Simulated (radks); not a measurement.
Values are calculated unless marked as measured or tabulated.
Problem. Coherent X-ray form factor from a spherical all-electron density. Code: a radial shooting solver on a logarithmic mesh with Libxc functionals. Model: non-relativistic Kohn-Sham, TPSS, spin-polarised, spherical densities, point nucleus; meta-GGA in the generalised Kohn-Sham scheme.

| sin(theta)/lambda (1/angstrom) | f0 (electrons) |
|---|---|
| 0.05 | 8.808 |
| 0.1 | 8.279 |
| 0.15 | 7.525 |
| 0.2 | 6.672 |
| 0.25 | 5.820 |
| 0.3 | 5.034 |
| 0.4 | 3.759 |
| 0.5 | 2.885 |
| 0.6 | 2.324 |
| 0.8 | 1.744 |
| 1 | 1.484 |
| 1.25 | 1.286 |
| 1.5 | 1.117 |
| 2 | 0.807 |

The species is in the configuration that NIST lists as its ground one. Which atom or ion scatters so?

Solution. Neutral fluorine, [He] 2s2 2p5. Extrapolating in s^2 from the first two rows gives f0(0) = 9.0, near the electron count 9; among species with that count, the fall with angle is slower the higher Z, and the table is that of Z = 9; from so few rows the species is fixed only to a neighbour or two.
